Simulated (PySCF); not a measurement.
Ionisation energy of Sb³²⁺ by level of theory

Sb³²⁺ [Ar] 3d1 [3d3/2^1, M_J = 3/2] → Sb³³⁺ [Ar], as a difference of total energies. All numbers are calculated (PySCF 2.14, the two-component X2C-1e Hamiltonian, in an uncontracted even-tempered set (16 s from 5.5 bohr⁻², ratio 2.8; 12 p from 7.2 bohr⁻², ratio 2.8; 8 d from 7.2 bohr⁻², ratio 2.8; 3 f from 22 bohr⁻², ratio 3)). Correlated levels: [Ne] frozen; the 74 highest virtual spinors dropped. "Screened" scales the spin-orbit matrix elements by Boettger's factors to mimic the two-electron term; Breit and QED terms are absent.

```json
{"method": "GHF (spin-free)", "ionisation energy (eV)": "1946.2"}
{"method": "GMP2 (spin-free)", "ionisation energy (eV)": "1945.9"}
{"method": "GHF (screened spin-orbit)", "ionisation energy (eV)": "1953.7"}
{"method": "GMP2 (screened spin-orbit)", "ionisation energy (eV)": "1953.5"}
```

Breit and QED terms and the two-electron picture change are absent.

The spin-free rows lack the spin-orbit shift.

For comparison: 1954 ± 4 eV (theoretical estimate listed by NIST; NIST Atomic Spectra Database, ionization energies).
